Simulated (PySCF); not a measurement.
Ligand exchange on a metal centre used in film growth or etching (Zn NH2-Br). Isolated molecules, 0 K electronic values unless said otherwise. One relaxed conformer stands for each flexible species; it need not be the lowest.

Computed with PySCF with TPSSh-D3(BJ)/def2-TZVP // PBE-D3(BJ)/def2-SVP. All candidates: neutral, multiplicity 1. 

- HOMO = -7.90 eV
- LUMO = -2.23 eV
- HOMO–LUMO gap = 5.67 eV

Question: Name which member has these values.
(A) [Zn(NH2)(Br)]
(B) [Zn(Br)2]
(C) [Zn(NH2)2]

Answer: B, [Zn(Br)2]. The others give [Zn(NH2)(Br)]: -6.73 eV, -1.45 eV, 5.28 eV; [Zn(NH2)2]: -6.09 eV, -0.74 eV, 5.35 eV
